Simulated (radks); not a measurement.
Species: Ag+. Configuration: [Kr] 4d10. Method: scalar-relativistic Kohn-Sham, SCAN, spin-unpolarised, spherical densities, finite nucleus; meta-GGA in the generalised Kohn-Sham scheme; Fermi nuclear charge, rms radius 4.5454 fm; computed with a radial shooting solver on a logarithmic mesh with Libxc functionals. Some entries of the table are withheld. Estimate them.

| orbital | occ. | eigenvalue (hartree) | <r^2> (bohr^2) | r(max) (bohr) |
|---|---|---|---|---|
| 1s | 2 | -932.9664 | 0.001309 | 0.02016 |
| 2s | 2 | -138.1743 | 0.02144 | (1) |
| 2p | 6 | -123.8390 | 0.01691 | 0.09118 |
| 3s | 2 | -25.79977 | 0.1546 | 0.3321 |
| 3p | 6 | (2) | 0.1564 | 0.3256 |
| 3d | 10 | -13.58804 | (3) | (4) |
| 4s | 2 | (5) | 0.9497 | 0.8255 |
| 4p | 6 | (6) | 1.154 | 0.8792 |
| 4d | 10 | -0.58046 | 2.326 | 1.035 |

Answer. 
(1) 2s r(max) (bohr): 0.1138
(2) 3p eigenvalue (hartree): -21.04749
(3) 3d <r^2> (bohr^2): 0.1425
(4) 3d r(max) (bohr): 0.2744
(5) 4s eigenvalue (hartree): -3.89894
(6) 4p eigenvalue (hartree): -2.52324
